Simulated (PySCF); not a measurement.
# Electron correlation in Al⁺ (aluminium, charge +1)

[Ne] 3s2, closed-shell 1S. Calculation: PySCF 2.14, in cc-pVDZ-DK (4s3p1d, 18 functions); scalar relativity by spin-free X2C-1e. Frozen: [Ne]; 2 electrons correlated.

Total MP2 correlation energy: -24.97 mhartree.

Same-spin part 0.00 and opposite-spin part -24.97 mhartree; SCS-MP2 scales them by 1/3 and 6/5 to -29.97 mhartree.

With two correlated electrons CCSD is exact within the correlated space (frozen core and kept virtual orbitals).

```
level  correlation energy (mhartree)
 CCSD                         -38.40
```

Diagnostics: T1 = 0.0075, D1 = 0.0105, largest double amplitude 0.114.

Q: Is a single reference adequate?

A: Mostly. T1 lies below 0.03, but a double amplitude of this size points to a near-degeneracy that CCSD handles and MP2 describes poorly.
